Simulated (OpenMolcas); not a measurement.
# Co I: CASPT2 settings compared

```
Program             : OpenMolcas 26.06
Basis               : ANO-L-VDZP [5s4p2d1f]
Scalar Hamiltonian  : non-relativistic, point nucleus
Active space        : 9 electrons in 6 orbitals (3d 4s)
State averaging     : 2S+1 = 4 even, 20 roots; 2S+1 = 2 even, 52 roots kept (CI in the orbitals of an earlier block)
Spin-orbit coupling : state interaction with AMFI integrals over the reference wave functions, term energies averaged over their components
```

Methods on the same reference wave functions:
A. CASSCF
B. SS-CASPT2, IPEA 0.15 Eh, no level shift (closed shells correlated: 3s 3p)
C. SS-CASPT2, IPEA 0.4 Eh, sigma2 regulariser 0.4 Eh (closed shells correlated: 2s 2p 3s 3p)
D. SS-CASPT2, IPEA 0.1 Eh, sigma1 regulariser 0.5 Eh (closed shells correlated: 3s 3p)
E. MS-CASPT2, IPEA 0.1 Eh, sigma1 regulariser 0.5 Eh (closed shells correlated: 3s 3p)

Energies in cm⁻¹ above 3d⁷ 4s² ⁴F_9/2, the measured ground level; measured values from NIST Handbook of Basic Atomic Spectroscopic Data.

```
                Level      A      B      C      D      E  Measured
       3d⁷ 4s² ⁴F_9/2    0.0    0.0    0.0    0.0    0.0       0.0
       3d⁷ 4s² ⁴F_7/2    796    796    796    796    796       816
       3d⁷ 4s² ⁴F_5/2   1382   1378   1379   1377   1377      1407
       3d⁷ 4s² ⁴F_3/2   1783   1775   1779   1773   1772      1809
        3d⁸ 4s ⁴F_9/2  10227   9360   9100   9290   9290      3483
        3d⁸ 4s ⁴F_7/2  10961  10080   9820  10010  10010      4143
        3d⁸ 4s ⁴F_5/2  11561  10680  10420  10610  10610      4690
        3d⁸ 4s ⁴F_3/2  11988  11110  10850  11030  11030      5076
        3d⁸ 4s ²F_7/2  15831  13350  13390  13370  13370      7442
        3d⁸ 4s ²F_5/2  16981  14460  14520  14480  14490      8461
       3d⁷ 4s² ²G_9/2  17746  17610  17900  17490  17490          
       3d⁷ 4s² ⁴P_5/2  17908  16200  16370  16130  16130     13795
       3d⁷ 4s² ⁴P_3/2  18168  16400  16580  16320  16320     14036
       3d⁷ 4s² ²G_7/2  18516  18370  18660  18250  18250          
       3d⁷ 4s² ⁴P_1/2  18537  16810  16980  16740  16740     14399
3d⁷ 4s² ²P_3/2 [52 %]  23395  20140  20780  19830  19680          
      3d⁷ 4s² ²H_11/2  23673  24220  24410  24130  24130          
       3d⁷ 4s² ²P_1/2  24194  21000  21470  20810  20800          
       3d⁷ 4s² ²H_9/2  24342  24880  25070  24790  24790          
3d⁷ 4s² ²D_5/2 [61 %]  25336  21860  23560  21160  21300          
3d⁷ 4s² ²D_3/2 [75 %]  26308  23030  24800  22420  22350          
        3d⁸ 4s ²D_5/2  26933  20750  22150  20170  20000          
 3d⁸ 4s ²D_3/2 [70 %]  27412  20950  22430  20380  20590          
 3d⁸ 4s ⁴P_5/2 [51 %]  28543  23870  24230  23700  23720
```

Deviations, from unrounded energies. A percentage is the sum of absolute deviations over the sum of measured energies, with the sign that they share, or ± where signs differ.

```
                        Against measurement  Levels       A       B       C       D       E
             mean absolute deviation (cm-1)      12    4700    3600    3500    3500    3500
      fine structure of the ground term (%)       3    -1.8    -2.1    -1.9    -2.1    -2.2
other terms of the ground configuration (%)       3   +29.3   +17.0   +18.2   +16.5   +16.5
                   other configurations (%)       6  +132.9  +107.4  +104.6  +106.6  +106.6
```

B, C, D, E lie about equally close to measurement and A furthest from it. The largest miss of D in the table is 3d⁸ 4s ²F_5/2, by +6000 cm-1. The ranking rests on the paired levels alone, and a cruder setting can come out closer through cancelling errors.

Among B to E the level of the table that moves most is 3d⁷ 4s² ²D_3/2 [75 %], by 2400 cm-1 (lowest in E, highest in C). Moves below CASPT2's spread within the term are not significant.

The mean deviations of B to E differ by less than CASPT2's widest spread within a term (2300 cm-1), so their order carries little weight.

From A to B the spin-free energies of the other terms of 3d⁷ 4s² shown, above ⁴F, scale by factors of 0.86 to 1.02.

The lowest spin-free term lies below A's lowest term by 0.442 hartree in B, 0.437 hartree in C, 0.443 hartree in D, 0.443 hartree in E.

Term energies are means over components that CASPT2 splits; among the terms shown or strongly mixed into the levels shown the widest spread is 2300 cm-1 (3d⁷ 4s² ⁴F, E). Terms from blocks run as CI alone lack orbitals of their own. A single d shell beside an s shell can misplace configurations of different d count against each other. The CASPT2 spread within a term exceeds the gap to the next term for 3d⁸ 4s ⁴P and 3d⁷ 4s² ²D, so the order of their levels is uncertain, and so are names and mixing where such terms share a J (figures for C; the like holds for E). Without dynamic correlation excited terms often stand tens of per cent too high (terms of higher spin than the ground term too low), and those without a measured partner can miss by more than the paired ones (holds for A). Some terms miss by over 15 % even with CASPT2, which points to a basis or an active space too small for the shells correlated (holds for B; C; D; E). Computed and measured levels are paired by configuration, term and J; levels that our copy of the source lacks, or whose pairing is in doubt (as where it misses far off the trend of its configuration), stay unpaired and out of the deviations. Only configurations of the active space appear. The table leaves out levels that lie high or whose names do not pair safely across all columns.

A share in square brackets marks a mixed level and gives the weight of the term that names it, the lowest over the columns.
